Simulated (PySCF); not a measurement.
PySCF 2.14 output of an unrestricted PBE calculation on a single atom or ion in aug-cc-pVDZ-DK (4s3p2d, 23 functions), with scalar relativity by spin-free X2C-1e:

```
SCF conv_tol = 1e-09
number electrons alpha = 1  beta = 1
    J. P. Perdew, K. Burke, and M. Ernzerhof.,  Phys. Rev. Lett. 77, 3865 (1996)
    J. P. Perdew, K. Burke, and M. Ernzerhof.,  Phys. Rev. Lett. 78, 1396 (1997)
    J. P. Perdew, K. Burke, and M. Ernzerhof.,  Phys. Rev. Lett. 77, 3865 (1996)
    J. P. Perdew, K. Burke, and M. Ernzerhof.,  Phys. Rev. Lett. 78, 1396 (1997)
cycle= 1 E= -13.6207364523515  delta_E= -0.000554  |g|= 0.00115  |ddm|= 0.0769
cycle= 2 E= -13.6207367569911  delta_E= -3.05e-07  |g|= 2.85e-05  |ddm|= 0.00155
cycle= 3 E= -13.6207367571802  delta_E= -1.89e-10  |g|= 9.83e-10  |ddm|= 3.8e-05
converged SCF energy = -13.6207367571802  <S^2> = 1.110223e-15  2S+1 = 1
```

The run itself started from symmetry-adapted Hartree-Fock orbitals and held the occupation by maximum overlap, on a logarithmic radial grid, so the iterations belong to that start.

Question: Which element, charge and spin multiplicity is this?

Answer: Be²⁺ (beryllium, charge +2), multiplicity 1; the state was 1s2, closed-shell 1S.
